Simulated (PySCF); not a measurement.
# Static response to an electric field

Species: C7H7OP.
Geometry (GFN2-xTB, Å), atoms numbered from 1 in this order:
```
atom  x, y, z in Å
C1    -2.143    2.193    0.518
C2    -1.681    1.204    0.015
P3    -1.059   -0.182   -0.893
C4    -1.737   -1.515    0.210
C5     0.636   -0.119   -0.232
C6     1.430    1.048   -0.042
C7     2.644    0.612    0.379
O8     2.670   -0.730    0.451
C9     1.457   -1.167    0.074
H10   -2.536    3.040    1.001
H11   -1.358   -2.480   -0.120
H12   -1.457   -1.346    1.248
H13   -2.822   -1.520    0.121
H14    1.114    2.060   -0.191
H15    3.539    1.135    0.651
H16    1.296   -2.227    0.066
```

Level: PBE0/def2-SVPD (PySCF), static field, nuclei fixed, core orbitals frozen in the response. The polarisability tensor in these axes (au):

```
x   121.19  -6.19   3.33
y    -6.19 116.94   5.81
z     3.33   5.81  77.32
```

Give the principal values, the mean and the anisotropy Δα = √{½[(α1 − α2)² + (α2 − α3)² + (α1 − α3)²]}.

Principal values 76.09, 113.74 and 125.62 au; mean 105.15 au = 15.58 Å³ = 17.34 × 10⁻⁴⁰ C²·m²/J; Δα = 44.78 au (43 % of the mean).

What is the dipole moment, and where does it point?

(-0.20, -0.07, 0.98) D, 1.00 D in size, pointing from the negative to the positive side. Measured along this direction, the outermost atoms are P3 and H14 at the negative end and H12 at the positive end.

Sum over states: ᾱ = Σ f/ω², ω in Eh. What share falls to these 8 lowest TDDFT singlets (eV, f)? 5.18, 0.0168; 5.46, 0.0062; 5.88, 0.0573; 5.90, 0.0212; 6.19, 0.0941; 6.33, 0.0116; 6.42, 0.0486; 6.51, 0.0302.

They add up to 5.72 au, 5.4 % of the 105.15 au; the largest single term is 1.82 au, from the state at 6.19 eV. Terms in order: 0.46, 0.15, 1.23, 0.45, 1.82, 0.21, 0.87, 0.53 au. Higher excitations give the rest. The strengths listed sum to 0.286.

Find the Langevin capture rate constant for H3+ (3.023 u) meeting this molecule (138.023 u), k = 2.342 × 10⁻⁹ cm³/s × √(α in Å³ / reduced mass in u).

The reduced mass is 2.96 u, so k = 5.37 × 10⁻⁹ cm³/s. The formula leaves out the permanent dipole, which adds to the capture rate.

What molar refraction does this α imply?

Lorentz–Lorenz: R = (4π/3)N_A α = 2.5225 cm³/(mol·Å³) × 15.58 Å³ = 39.3 cm³/mol, in the limit of long wavelengths.

Rayleigh depolarisation ratio (linearly polarised light, static tensor)?

ρ = 3Δα²/(45ᾱ² + 4Δα²) = 6016.1/(497550 + 8021.5) = 0.0119.

One conformer (not necessarily the lowest) at the GFN2-xTB geometry, without solvent, vibrations or thermal averaging.
